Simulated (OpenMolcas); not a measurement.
What dynamic correlation does to the levels of Co⁵⁺

- Program: OpenMolcas 26.06
- Basis: ANO-RCC-VTZP [6s5p3d2f1g]
- Scalar Hamiltonian: DKH2, point nucleus
- Active space: 4 electrons in 5 orbitals (3d)
- State averaging: 2S+1 = 5 even, 5 roots; 2S+1 = 3 even, 45 roots; 2S+1 = 1 even, 50 roots
- Spin-orbit coupling: RASSI with atomic mean-field integrals over the reference wave functions, term energies averaged over their components

Methods on the same reference wave functions:
A. CASSCF
B. SS-CASPT2, IPEA 0.25 Eh, imaginary shift 0.1 Eh (closed shells correlated: 3s 3p)
C. MS-CASPT2, IPEA 0.25 Eh, imaginary shift 0.1 Eh (closed shells correlated: 3s 3p)
D. XMS-CASPT2, IPEA 0.25 Eh, imaginary shift 0.1 Eh (closed shells correlated: 3s 3p)

Energies in eV above 3d⁴ ⁵D₀, the measured ground level; measured values from Sugar and Corliss, J. Phys. Chem. Ref. Data 10, 1097 (1981).

```json
{"Level": "3d⁴ ⁵D₀", "A": "0.0000", "B": "0.0000", "C": "0.0000", "D": "0.0000", "Measured": "0.0000"}
{"Level": "3d⁴ ⁵D₁", "A": "0.0269", "B": "0.0274", "C": "0.0274", "D": "0.0273", "Measured": "0.0253"}
{"Level": "3d⁴ ⁵D₂", "A": "0.0788", "B": "0.0799", "C": "0.0799", "D": "0.0796", "Measured": "0.0730"}
{"Level": "3d⁴ ⁵D₃", "A": "0.1526", "B": "0.1539", "C": "0.1539", "D": "0.1536", "Measured": "0.1394"}
{"Level": "3d⁴ ⁵D₄", "A": "0.2451", "B": "0.2460", "C": "0.2460", "D": "0.2458", "Measured": "0.2209"}
{"Level": "3d⁴ ³H₄", "A": "3.8151", "B": "3.670", "C": "3.670", "D": "3.769", "Measured": "3.5183"}
{"Level": "3d⁴ ³H₅", "A": "3.8727", "B": "3.731", "C": "3.731", "D": "3.830", "Measured": "3.5715"}
{"Level": "3d⁴ ³H₆", "A": "3.9347", "B": "3.797", "C": "3.797", "D": "3.896", "Measured": "3.6245"}
{"Level": "3d⁴ ³P₀(1)", "A": "4.0382", "B": "3.529", "C": "3.528", "D": "3.648", "Measured": "3.3682"}
{"Level": "3d⁴ ³P₁(1)", "A": "4.1969", "B": "3.693", "C": "3.692", "D": "3.813", "Measured": "3.5288"}
{"Level": "3d⁴ ³F₂(1)", "A": "4.4026", "B": "3.968", "C": "3.968", "D": "4.081", "Measured": ""}
{"Level": "3d⁴ ³F₃(1)", "A": "4.4115", "B": "3.980", "C": "3.980", "D": "4.092", "Measured": "3.7982"}
{"Level": "3d⁴ ³F₄(1)", "A": "4.4382", "B": "4.008", "C": "4.008", "D": "4.120", "Measured": "3.8208"}
{"Level": "3d⁴ ³P₂(1)", "A": "4.4678", "B": "3.962", "C": "3.962", "D": "4.083", "Measured": ""}
{"Level": "3d⁴ ³G₃", "A": "4.8220", "B": "4.418", "C": "4.418", "D": "4.524", "Measured": "4.2187"}
{"Level": "3d⁴ ³G₄", "A": "4.8873", "B": "4.485", "C": "4.485", "D": "4.590", "Measured": "4.2743"}
{"Level": "3d⁴ ³G₅", "A": "4.9349", "B": "4.538", "C": "4.538", "D": "4.643", "Measured": "4.3214"}
{"Level": "3d⁴ ¹I₆", "A": "5.7638", "B": "5.571", "C": "5.571", "D": "5.665", "Measured": "5.3065"}
{"Level": "3d⁴ ¹G₄(1)", "A": "6.0965", "B": "5.514", "C": "5.514", "D": "5.589", "Measured": "5.1981"}
{"Level": "3d⁴ ³D₃", "A": "6.2043", "B": "5.429", "C": "5.429", "D": "5.543", "Measured": "5.1672"}
{"Level": "3d⁴ ³D₂", "A": "6.2244", "B": "5.452", "C": "5.452", "D": "5.565", "Measured": "5.1895"}
{"Level": "3d⁴ ³D₁", "A": "6.2517", "B": "5.477", "C": "5.477", "D": "5.591", "Measured": "5.2195"}
{"Level": "3d⁴ ¹S₀(1)", "A": "7.0558", "B": "5.957", "C": "5.957", "D": "6.053", "Measured": "5.6254"}
{"Level": "3d⁴ ¹D₂(1)", "A": "7.5255", "B": "6.921", "C": "6.921", "D": "6.961", "Measured": "6.5389"}
```

Deviations, from unrounded energies. A percentage is the sum of absolute deviations over the sum of measured energies, with the sign that they share, or ± where signs differ.

| Against measurement | Levels | A | B | C | D |
| --- | --- | --- | --- | --- | --- |
| mean absolute deviation (cm-1) | 21 | 4700 | 1500 | 1500 | 2200 |
| fine structure of the ground term (%) | 4 | +9.8 | +10.6 | +10.6 | +10.4 |
| other terms of the ground configuration (%) | 17 | +16.0 | +5.1 | +5.1 | +7.3 |

B, C lie about equally close to measurement and A furthest from it. The largest miss of C in the table is 3d⁴ ¹D₂(1), by +3100 cm-1. The ranking rests on the paired levels alone, and a cruder setting can come out closer through cancelling errors.

Among B to D the level of the table that moves most is 3d⁴ ³P₂(1), by 970 cm-1 (lowest in B, highest in D). Moves below CASPT2's spread within the term are not significant.

The mean deviations of B to D differ by less than CASPT2's widest spread within a term (1000 cm-1), so their order carries little weight.

From A to B the spin-free energies of the other terms of 3d⁴ shown, above ⁵D, scale by factors of 0.84 to 0.97, as is usual when dynamic correlation screens the repulsion within a d or f shell.

The lowest spin-free term lies below A's lowest term by 0.301 hartree in B, 0.301 hartree in C, 0.307 hartree in D.

CASPT2 does not keep the components of a term degenerate, so their means are used; among the terms shown or strongly mixed into the levels shown the widest spread is 1000 cm-1 (3d⁴ ¹I, C). The CASPT2 spread within a term exceeds the gap to the next term for 3d⁴ ³D and 3d⁴ ¹G(1), so the order of their levels is uncertain (figures for B; the like holds for C, D). Without dynamic correlation excited terms often stand tens of per cent too high (terms of higher spin than the ground term too low), and those without a measured partner can miss by more than the paired ones (holds for A). Measured partners are found by configuration, term and J. A level has none where our copy of the source lacks it or the pairing is in doubt (some pairs that miss far off the trend of their configuration count as doubtful), and it then counts in no deviation. Levels of configurations outside the active space are missing. The table leaves out levels that lie high or whose names do not pair safely across all columns.

A number in round brackets counts repeated terms of one configuration in the order of the reference energies.
